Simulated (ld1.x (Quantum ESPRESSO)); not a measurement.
## Varying the PAW potential for nitrogen (N)

Base potential:

* Element: N (Z = 7)
* Generator: ld1.x (Quantum ESPRESSO) 7.5
* Type: PAW
* Functional: LDA (PZ)
* Relativity: scalar-relativistic
* Frozen core: [He]
* Valence charge: 5
* Reference configuration: 2s2 2p2.5 (charge +0.5)
* Partial waves: 2s (bound): rcut 0.65, rcutus 0.80 bohr; 2s channel at -1.15 Ry: rcut 0.65, rcutus 0.80 bohr; 2p (bound): rcut 1.75, rcutus 2.35 bohr; 2p channel at 0.15 Ry: rcut 1.75, rcutus 2.35 bohr
* Local potential: all-electron potential smoothed inside 1.95 bohr (lloc = -2)
* Core correction: a·sin(br)/r model core, default radius (ld1.x builds one for every PAW set, though the input has nlcc=.false.)
* Augmentation charge: PSQ, inside the norm-conserving radii

All-electron outer shells of the reference configuration (LDA (PZ), scalar-relativistic, ld1.x):

```json
{"shell": "2s", "level (eV)": "-24.94", "outermost node (bohr)": "0.32", "outermost maximum (bohr)": "1.00"}
{"shell": "2p", "level (eV)": "-13.58", "outermost node (bohr)": "–", "outermost maximum (bohr)": "0.94"}
```

Cutoffs, loose and tight: the cutoffs (Ry, on a coarse ladder) from which the occupation-weighted sum of valence levels, in a spherical-Bessel basis at the reference potential, stays within 10 and 1 mRy of its value at 400 Ry. They do not see the model core or the augmentation charge, which bear on the density cutoff. Test errors are all-electron minus pseudo excitation energies from the reference, over the configurations 2s2 2p3; 2s2 2p2; 2s2 2p1; 2s0 2p5; 2s1 2p4; 2s2 2p0; 2s2 2p3.3 (two spin-polarised tests are not counted in the largest error). A dash means not determined; rows that change the core or the reference have their own tests.

```csv
change,outcome,"cutoff, loose","cutoff, tight",bound ghosts,largest test error (meV)
base,generated,50 Ry,70 Ry,none,-38
"waves 2s (bound): rcut 0.50, rcutus 0.52 bohr; 2s channel at -1.15 Ry: rcut 0.50, rcutus 0.52 bohr",failed: run_pseudo: Errors in PS-KS equation,–,–,–,–
"waves 2s (bound): rcut 0.64, rcutus 0.68 bohr; 2s channel at -1.15 Ry: rcut 0.64, rcutus 0.68 bohr",failed: new_paw_hamiltonian: negative rho,–,–,–,–
"waves 2s (bound): rcut 0.65, rcutus 0.76 bohr; 2s channel at -1.15 Ry: rcut 0.65, rcutus 0.76 bohr",generated,55 Ry,80 Ry,none,-38
"waves 2s (bound): rcut 0.65, rcutus 0.86 bohr; 2s channel at -1.15 Ry: rcut 0.65, rcutus 0.86 bohr",generated,40 Ry,55 Ry,none,-29
"waves 2s (bound): rcut 0.65, rcutus 0.98 bohr; 2s channel at -1.15 Ry: rcut 0.65, rcutus 0.98 bohr",generated,21 Ry,40 Ry,none,-21
"waves 2s (bound): rcut 0.65, rcutus 1.10 bohr; 2s channel at -1.15 Ry: rcut 0.65, rcutus 1.10 bohr",generated,15 Ry,21 Ry,none,-17
"waves 2s (bound): rcut 0.65, rcutus 1.22 bohr; 2s channel at -1.15 Ry: rcut 0.65, rcutus 1.22 bohr",generated,18 Ry,30 Ry,none,-17
```

Reading the sweep of the s radius (base included, trends over the rows without a ghost): The loose cutoff is not monotonic: lowest 15 Ry at 1.1 bohr, highest 55 Ry at 0.76 bohr. The median size of the test errors (rows with all tests solved) stays near 2.5 meV. The generation fails at 0.52, 0.68 bohr.
